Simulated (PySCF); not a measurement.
# Structure elucidation problem

The spectra below were simulated for a compound C3H7F3OSi.

¹H NMR (400 MHz, computed): δ 4.89 (m, 2H), 4.22 (q, 2H), 1.39 (t, 3H).

¹³C{¹H} NMR (computed): δ 138.8 (C), 64.6 (CH2), 20.3 (CH3).

- GFN2-xTB structure
- shieldings: GIAO PBE0/pcSseg-1
- program: PySCF 2.14.0 with density-fitted response routines
- in vacuum, relativity neglected, fast rotation and ring inversion assumed for equivalent nuclei, one conformer

Chemical shifts δ = σref − σ; ¹H (31.72 ppm), ¹³C (186.93 ppm) against TMS, all at this level.

**Question.** What is the structure?

**Answer.** 
The formula gives 0 degrees of unsaturation. 3 carbon signals for 3 carbons: no two carbons are equivalent. Carbon types of the structure: 1 × C, 1 × CH2, 1 × CH3, leaving 2 H on heteroatoms. δC 138.8: CF3 carbon; 3 electronegative neighbours deshield it. δC 64.6: sp3 CH2 bonded to O; deshielded by the electronegative neighbour. δC 20.3: methyl carbon; saturated and bonded to C and H only. δH 4.89: hydrogen on a silicon bonded to C, O. δH 4.22: hydrogen on an sp3 CH2 bonded to O; its carbon carries O, hence the downfield position. δH 1.39: hydrogen on a methyl carbon.

The compound is SMILES CCO[SiH2]C(F)(F)F.

This is the structure that produced the data.

Splittings by ¹⁹F in the carbon and heteronuclear signals aren't shown, as no couplings were computed. Shifts are as computed. Against solution values, carbons near 30 ppm lie about +3 ppm off and those near 130 ppm about +5 ppm. Of 1309 compounds with measured shifts, 239 miss one by over three times the rms of a fit or turn the order of signals round; such compounds aren't used in these exercises. Multiplicities follow the n + 1 count of equivalent neighbours, as no J values were calculated; m marks all less simple cases, F and P coupling included.
